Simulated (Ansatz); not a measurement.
Reaction (formal exchange of groups at the Si–H bond): `O[SiH2]CBr` + `NCC=C=O` → `N[SiH](O)CBr` + `CC=C=O`

Isolated molecules relaxed with PBE0-D4/def2-TZVP in Ansatz; ΔE leaves out vibrations. CBS: MP2 limit from def2 TZ/QZ plus the TZ coupled-cluster correction, frozen cores. DFT in def2-TZVPP. B3LYP here is the variant with VWN-RPA as its local correlation; programs differ in this. For Br outer-core shells are correlated without core-valence functions, which leaves a few kJ/mol of doubt a bond. Scalar relativity is left out up to krypton. One conformer a species, not always the lowest.

Q: Is it downhill or uphill in electronic energy at CCSD(T)/CBS, and by how much? (An estimate is asked.)

A: Ansatz gave: Downhill: ΔE = -145.6 kJ/mol.

Q: What do these levels give: ωB97M-V, PBE0, B3LYP, SCS-MP2/def2-QZVPP, MP2/CBS(def2), CCSD/CBS(def2)? (An estimate is asked.)

A: Ansatz gave: ωB97M-V -146.8, PBE0 -139.9, B3LYP -141.4, SCS-MP2/def2-QZVPP -144.8, MP2/CBS(def2) -149.9, CCSD/CBS(def2) -146.2 kJ/mol.

Largest T1 diagnostic among the species: 0.015.

The D4 term adds −4.6 kJ/mol with B3LYP and −2.5 kJ/mol with PBE0; it sums over pairs of atoms, weighted by their polarisabilities, and B3LYP, whose exchange is more repulsive, gets the larger term. From PBE to PBE0 (25 % exact exchange), in def2-TZVPP and without D4, ΔE moves by −4.4 kJ/mol.
